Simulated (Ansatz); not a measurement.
Reaction (ligand exchange at a Ge–C bond): `Cl[CH2][GeH]([Cl])[Cl]` + H₂S → `[SH][GeH]([Cl])[Cl]` + `CCl`

Calculated with Ansatz (gas phase, PBE0-D4/def2-TZVP geometries, no zero-point term in ΔE). CCSD(T)/CBS is the MP2 limit (def2-TZVPP, def2-QZVPP) plus CCSD(T) − MP2 in def2-TZVPP, frozen cores. This one scheme is used for every species. Functionals use def2-TZVPP. For Ge outer-core shells are correlated without core-valence functions, which leaves a few kJ/mol of doubt a bond. Scalar relativity is left out up to krypton. One conformer a species, not always the lowest.

`Cl[CH2][GeH]([Cl])[Cl]`:

```xyz
8

Cl    0.378    2.013    0.962
C    -0.618    0.868    0.058
Ge    0.291   -0.844   -0.198
Cl    0.766   -1.663    1.718
Cl    2.112   -0.501   -1.261
H    -0.850    1.301   -0.915
H    -1.545    0.704    0.608
H    -0.533   -1.878   -0.974
```

H₂S:

Cartesian coordinates in Å:
```
S 0.575 0.231 0.004
H -0.098 -0.573 -0.832
H -0.477 0.342 0.829
```

`[SH][GeH]([Cl])[Cl]`:

```xyz
6

S    -0.053    0.694    1.654
Ge   -0.109    0.026   -0.439
Cl   -2.015    0.634   -1.180
Cl    0.026   -2.108   -0.562
H     1.160    0.153    1.861
H     0.991    0.601   -1.333
```

`CCl`:

```xyz
5

C    -0.044    0.015    0.138
Cl    0.495   -0.170   -1.541
H    -0.991   -0.506    0.259
H    -0.168    1.075    0.349
H     0.709   -0.414    0.795
```

| level | ΔE (kcal/mol) |
| --- | --- |
| PBE-D4 | -16.0 |
| BHLYP-D4 | -16.2 |
| r2SCAN | -16.5 |
| MP2/def2-SVP | -14.4 |

(1) What does CCSD(T)/CBS give? (Estimate.)

Largest T1 diagnostic among the species: 0.010.

## Answers

(1) Computed: -14.6 kcal/mol. The listed levels differ from it by -1.4, -1.6, -1.9, 0.2 kcal/mol.

The D4 term adds +1.0 kcal/mol with B3LYP and +0.6 kcal/mol with PBE0; it sums over pairs of atoms, weighted by their polarisabilities, and B3LYP, whose exchange is more repulsive, gets the larger term. Leaving LDA and LC-ωPBE aside and taking each functional with its dispersion term where it has one, the values, not all of them listed here, spread over 1.3 kcal/mol, from B97M-V to ωB97M-V. LDA lies +1.9 kcal/mol from PBE without D4.

B3LYP here is the variant with VWN-RPA as its local correlation; programs differ in this.
